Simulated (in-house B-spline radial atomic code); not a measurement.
A calculation on the chromium ion Cr²⁺ (with a hole in an inner shell): its settings, and results tabulated from the run. Method: Dirac-Kohn-Sham PBE, spherical fractional occupations, Fermi nucleus of rms radius 3.6452 fm. Calculated with a radial B-spline atomic code at the basis-set limit.

In the input, a minus or plus after the letter marks the j = l - 1/2 or j = l + 1/2 subshell.

Command:
```bash
python run_scf.py task.json out
```
Settings (nuclear radius in fm, mass in u):
```
Z                24
configuration    1s2 2s2 2p6 3s2 3p-1 3p+4 3d5
hamiltonian      dirac
method           pbe,pbe
spin_polarised   False
nucleus          fermi
rms_radius       3.6452
atomic_mass      51.9405
speed_of_light   137.035999084
```

Output (hartree, bohr):
```
 radial grid: 70 intervals, B-splines of order 8, outer radius 25.5556 bohr

 iter        energy (Eh)    residual
    1       -1036.792212    5.02e-01
    2       -1041.658451    5.13e-01
    3       -1047.721723    9.00e-02
    4       -1048.052781    2.09e-02
    5       -1048.063535    4.17e-03
    6       -1048.063844    3.16e-03
    7       -1048.064119    1.47e-03
    8       -1048.064200    1.57e-05
    9       -1048.064200    6.57e-07
   10       -1048.064200    6.98e-09

 total energy                     -1048.06420
 kinetic                            1060.3448
 electron-nucleus                  -2485.0138
 Hartree                             424.5524
 exchange-correlation                -47.9476

 first-order corrections (not in the total)
   Gaunt                             0.3874
   retardation                      -0.0334
   frequency dependence             -0.0008
   self-energy                       0.2579
   Uehling                          -0.0209
   Wichmann-Kroll                    0.0001
   recoil                            0.0087

 orbital      occ     eigenvalue          <r>       <r^2>       <1/r>       <r^4>     <1/r^2>       r_max    small
 1s1/2      2.000      -217.0546    0.0635453  0.00543044     23.8845 7.58668e-05     1167.22      0.0416  7.42e-03
 2s1/2      2.000       -25.3895     0.292771    0.101343     5.07128    0.018018     108.661      0.2434  1.33e-03
 2p1/2      2.000       -21.7010     0.257659   0.0818309     5.01171   0.0137395     35.2176       0.196  1.31e-03
 2p3/2      4.000       -21.3824     0.260518   0.0835203     4.93582   0.0142603     33.5494      0.1983  1.30e-03
 3s1/2      2.000        -3.5453     0.895066    0.924048     1.57912     1.38108     15.9465      0.7749  2.84e-04
 3p1/2      1.000        -2.5153      0.94598     1.05335     1.45453     1.93394     4.81434        0.79  2.48e-04
 3p3/2      4.000        -2.4770     0.954475     1.07224     1.43789     2.00395     4.59532      0.7967  2.45e-04
 3d3/2      2.000        -0.8797      1.20073     1.84946     1.10224     8.17771      1.6618      0.8119  1.54e-04
 3d5/2      3.000        -0.8761       1.2047     1.86165     1.09844     8.28383     1.64927      0.8143  1.53e-04
```

Cost of the run: 0.97 s on 1 thread of Arm Neoverse V1, with other jobs on the host.

For the Dirac Hamiltonian the kinetic term is c α·p + (β - 1)c².
